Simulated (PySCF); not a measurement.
Computed IR spectrum (relative IR intensity) of a molecule C₂H₇FSi₃. The structure is a stationary point at r2SCAN-D4/def2-SVP. The values are those of a single conformer. All values below come from r2SCAN-D4/def2-SVP in PySCF. Frequencies are harmonic and unscaled.

```tsv
ν (cm⁻¹)	relative intensity
257	2.6
351	4.0
460	4.5
530	3.2
659	20
727	3.7
766	100
815	36
860	20
871	4.6
915	38
930	92
941	4.8
963	37
2196	6.1
2212	13
2219	22
2229	22
2236	25
2263	22
2266	27
```

Which molecule gave these data?
A) C#C[Si](F)([SiH3])[SiH3]
B) F[Si@]1([SiH3])C=C[SiH2]1
C) F[Si@H]1C=C[SiH2][SiH2]1
D) F[SiH2]C#C[SiH2][SiH3]

D, F[SiH2]C#C[SiH2][SiH3]
